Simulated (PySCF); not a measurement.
PySCF input file for InClBr₂, SMILES [Br][In]([Cl])[Br], TDA-PBE/def2-SVPD. The structure is a stationary point at B3LYP-D3(BJ)/def2-SVP. The structure was generated by enumeration; whether it is a known compound was not checked. The def2 effective core potentials stand for the cores of In; spin–orbit coupling is left out.

```python
import numpy as np
from pyscf import gto, scf, dft, tdscf

mol = gto.M(
    atom='''
    In    0.00000000   -0.00000000   -0.33242934
    Cl    0.00000000   -0.00000002   -2.67547458
    Br    0.00000000    2.15758845    0.88245864
    Br    0.00000000   -2.15758843    0.88245866
    ''',
    basis='def2-SVPD',
    ecp={'In': 'def2-svp'},
    charge=0,
    spin=0,
    symmetry=True,
    max_memory=1600,
    verbose=4,
)
mf = dft.RKS(mol, xc='pbe').density_fit(auxbasis='def2-universal-jkfit')
mf.grids.level = 3
mf.conv_tol = 1e-9
mf.max_cycle = 100
mf.kernel()
mf.grids = dft.Grids(mol).set(level=1).build(with_non0tab=True)  # coarser grid for the response kernel
td = tdscf.TDA(mf)
td.singlet = True
td.nstates = 10
td.conv_tol = 1e-4
td.positive_eig_threshold = 1e-6
td.kernel(x0=td.get_init_guess(mf, 15))
td.analyze()
tt = tdscf.TDA(mf)
tt.singlet = False
tt.nstates = 4
tt.conv_tol = 1e-4
tt.positive_eig_threshold = 1e-6
tt.kernel(x0=tt.get_init_guess(mf, 9))
tt.analyze(verbose=3)
```

It prints:

```
PySCF version 2.14.0

[INPUT] verbose = 4
[INPUT] num. atoms = 4
[INPUT] num. electrons = 108
[INPUT] charge = 0
[INPUT] spin (= nelec alpha-beta = 2S) = 0
[INPUT] symmetry True subgroup None
[INPUT] Mole.unit = angstrom
[INPUT] Symbol           X                Y                Z      unit          X                Y                Z       unit  Magmom
[INPUT]  1 In     0.000000000000   0.000000000000  -0.332429340000 AA    0.000000000000   0.000000000000  -0.628200408370 Bohr   0.0
[INPUT]  2 Cl     0.000000000000  -0.000000020000  -2.675474580000 AA    0.000000000000  -0.000000037795  -5.055914209436 Bohr   0.0
[INPUT]  3 Br     0.000000000000   2.157588450000   0.882458640000 AA    0.000000000000   4.077251260025   1.667605145856 Bohr   0.0
[INPUT]  4 Br     0.000000000000  -2.157588430000   0.882458660000 AA    0.000000000000  -4.077251222230   1.667605183651 Bohr   0.0

nuclear repulsion = 696.348211236521
point group symmetry = C2v
symmetry origin: [ 0.00000000e+00  5.00221605e-09 -2.77900944e-10]
symmetry axis x: [-1. -0. -0.]
symmetry axis y: [0.00000000e+00 1.00000000e+00 1.18341181e-10]
symmetry axis z: [ 0.00000000e+00 -1.18341181e-10  1.00000000e+00]
num. orbitals of irrep A1 = 56
num. orbitals of irrep A2 = 18
num. orbitals of irrep B1 = 26
num. orbitals of irrep B2 = 41
number of shells = 53
number of NR pGTOs = 278
number of NR cGTOs = 141
basis = def2-SVPD
ecp = {'In': 'def2-svp'}


******** <class 'pyscf.df.df_jk.DFSymAdaptedRKS'> ********
method = DFSymAdaptedRKS
initial guess = minao
damping factor = 0
level_shift factor = 0
DIIS = <class 'pyscf.scf.diis.CDIIS'>
diis_start_cycle = 1
diis_space = 8
diis_damp = 0
SCF conv_tol = 1e-09
SCF conv_tol_grad = None
SCF max_cycles = 100
direct_scf = False
XC library pyscf.dft.libxc version 7.1.2
    S. Lehtola, C. Steigemann, M. J. T. Oliveira, and M. A. L. Marques,  SoftwareX 7, 1–5 (2018)
XC functionals = pbe
    J. P. Perdew, K. Burke, and M. Ernzerhof,  Phys. Rev. Lett. 77, 3865 (1996)
    J. P. Perdew, K. Burke, and M. Ernzerhof,  Phys. Rev. Lett. 78, 1396 (1997)
    J. P. Perdew, K. Burke, and M. Ernzerhof,  Phys. Rev. Lett. 77, 3865 (1996)
    J. P. Perdew, K. Burke, and M. Ernzerhof,  Phys. Rev. Lett. 78, 1396 (1997)
radial grids:
    Treutler-Ahlrichs [JCP 102, 346 (1995); DOI:10.1063/1.469408] (M4) radial grids

becke partition: Becke, JCP 88, 2547 (1988); DOI:10.1063/1.454033
pruning grids: <function nwchem_prune>
grids dens level: 3
symmetrized grids: True
atomic radii adjust function: <function treutler_atomic_radii_adjust>
small_rho_cutoff = 0
Freeze 0 electrons in irreps []
    108 free electrons in irreps A1 A2 B1 B2
Set gradient conv threshold to 3.16228e-05
Initial guess from minao.
tot grids = 81608
init E= -5773.96851144318
HOMO (B2) = -0.580433056296178  LUMO (A1) = -0.542556815003009  gap/eV = 1.03067
cycle= 1 E= -5794.88509717377  delta_E= -20.9  |g|= 2.84  |ddm|= 14.1
HOMO (A2) = 0.0428381164286327  LUMO (B2) = 0.0432296396600087  gap/eV = 0.01065

WARN: A2 HOMO 0.0428381164286327 > system LUMO 0.0432296396600087


WARN: B2 LUMO 0.0432296396600087 < system HOMO 0.0428381164286327

cycle= 2 E= -5747.94181620436  delta_E= 46.9  |g|= 7.39  |ddm|=   26
HOMO (B2) = -0.458267469518205  LUMO (A1) = -0.406042048231953  gap/eV = 1.42113
cycle= 3 E= -5796.23248790307  delta_E= -48.3  |g|= 1.69  |ddm|= 25.4
HOMO (B2) = -0.244043002287036  LUMO (A1) = -0.194416081333287  gap/eV = 1.35042
cycle= 4 E= -5796.59050094573  delta_E= -0.358  |g|= 1.32  |ddm|= 3.74
HOMO (B2) = -0.253092808318758  LUMO (A1) = -0.170764807268633  gap/eV = 2.24026
cycle= 5 E= -5796.99867281614  delta_E= -0.408  |g|= 0.497  |ddm|= 2.43
HOMO (B2) = -0.281469583255411  LUMO (A1) = -0.169818153064178  gap/eV = 3.03819
cycle= 6 E= -5797.05766818055  delta_E= -0.059  |g|= 0.286  |ddm|= 1.17
HOMO (B2) = -0.278711538358117  LUMO (A1) = -0.157335978683889  gap/eV = 3.30280
cycle= 7 E= -5797.08513076833  delta_E= -0.0275  |g|= 0.0331  |ddm|= 0.446
HOMO (B2) = -0.280210607772184  LUMO (A1) = -0.156553130848621  gap/eV = 3.36489
cycle= 8 E= -5797.08539489411  delta_E= -0.000264  |g|= 0.0107  |ddm|= 0.0568
HOMO (B2) = -0.279494804287086  LUMO (A1) = -0.15577933427393  gap/eV = 3.36647
cycle= 9 E= -5797.08543413142  delta_E= -3.92e-05  |g|= 0.00315  |ddm|= 0.0141
HOMO (B2) = -0.279238562349491  LUMO (A1) = -0.155459275773261  gap/eV = 3.36821
cycle= 10 E= -5797.08543706312  delta_E= -2.93e-06  |g|= 0.000635  |ddm|= 0.00652
HOMO (B2) = -0.279303147831618  LUMO (A1) = -0.155513659404264  gap/eV = 3.36848
cycle= 11 E= -5797.08543720185  delta_E= -1.39e-07  |g|= 0.0002  |ddm|= 0.00107
HOMO (B2) = -0.279308012033366  LUMO (A1) = -0.15551476364849  gap/eV = 3.36859
cycle= 12 E= -5797.0854372149  delta_E= -1.3e-08  |g|= 1.62e-05  |ddm|= 0.0003
HOMO (B2) = -0.279305765080682  LUMO (A1) = -0.155513336820256  gap/eV = 3.36856
cycle= 13 E= -5797.08543721498  delta_E= -8.64e-11  |g|= 2.88e-06  |ddm|= 3.27e-05
HOMO (B2) = -0.279306393390863  LUMO (A1) = -0.155513379339503  gap/eV = 3.36858
Extra cycle  E= -5797.08543721498  delta_E= 9.09e-13  |g|= 5.66e-06  |ddm|= 1.4e-05
converged SCF energy = -5797.08543721498
tot grids = 29072
Overwritten attributes  positive_eig_threshold  of <class 'pyscf.tdscf.rks.TDA'>


******** <class 'pyscf.tdscf.rks.TDA'> for <class 'pyscf.df.df_jk.DFSymAdaptedRKS'> ********
nstates = 10 singlet
deg_eia_thresh = 1.000e-03
wfnsym = None
conv_tol = 0.0001
eigh lindep = 1e-12
eigh level_shift = 0
eigh max_cycle = 100


Excitation energies (eV)
[3.54105539 3.66091145 3.75231579 3.8338316  4.05007709 4.34402103
 4.84480206 4.99742949 5.08566173 5.2619336 ]

** Singlet excitation energies and oscillator strengths **
Excited State   1:   B2      3.54106 eV    350.13 nm  f=0.0037
      54 -> 55        0.70310
Excited State   2:   A2      3.66091 eV    338.67 nm  f=0.0000
      53 -> 55       -0.70661
Excited State   3:   A1      3.75232 eV    330.42 nm  f=0.0247
      52 -> 55       -0.69810
Excited State   4:   B1      3.83383 eV    323.40 nm  f=0.0032
      51 -> 55       -0.70555
Excited State   5:   B2      4.05008 eV    306.13 nm  f=0.0326
      48 -> 55       -0.13545
      50 -> 55       -0.68541
Excited State   6:   B1      4.34402 eV    285.41 nm  f=0.0175
      49 -> 55        0.70476
Excited State   7:   A2      4.84480 eV    255.91 nm  f=0.0000
      54 -> 56        0.70700
Excited State   8:   B1      4.99743 eV    248.10 nm  f=0.0001
      52 -> 56        0.70697
Excited State   9:   B2      5.08566 eV    243.79 nm  f=0.0009
      48 -> 55       -0.34999
      53 -> 56        0.61374
Excited State  10:   A1      5.26193 eV    235.62 nm  f=0.0000
      47 -> 55        0.34971
      51 -> 56        0.60744

** Transition electric dipole moments (AU) **
state          X           Y           Z        Dip. S.      Osc.
  1        -0.0000     -0.2061     -0.0000      0.0425      0.0037
  2         0.0000      0.0000      0.0000      0.0000      0.0000
  3         0.0000     -0.0000     -0.5187      0.2691      0.0247
  4        -0.1833     -0.0000     -0.0000      0.0336      0.0032
  5        -0.0000     -0.5729      0.0000      0.3283      0.0326
  6         0.4052      0.0000     -0.0000      0.1642      0.0175
  7         0.0000     -0.0000     -0.0000      0.0000      0.0000
  8        -0.0223     -0.0000      0.0000      0.0005      0.0001
  9         0.0000     -0.0830      0.0000      0.0069      0.0009
 10        -0.0000     -0.0000     -0.0072      0.0001      0.0000

WARN: ECP detected. Skipping calculation of transition velocity and magnetic dipole moments, which have not yet been implemented.



******** <class 'pyscf.tdscf.rks.TDA'> for <class 'pyscf.df.df_jk.DFSymAdaptedRKS'> ********
nstates = 4 triplet
deg_eia_thresh = 1.000e-03
wfnsym = None
conv_tol = 0.0001
eigh lindep = 1e-12
eigh level_shift = 0
eigh max_cycle = 100


Excitation energies (eV)
[3.23349945 3.37758521 3.38064666 3.54309057]

** Triplet excitation energies and oscillator strengths **
Excited State   1:   B2      3.23350 eV    383.44 nm  f=0.0000
Excited State   2:   A1      3.37759 eV    367.08 nm  f=0.0000
Excited State   3:   A2      3.38065 eV    366.75 nm  f=0.0000
Excited State   4:   B1      3.54309 eV    349.93 nm  f=0.0000
```

The calculation finished and met its thresholds.
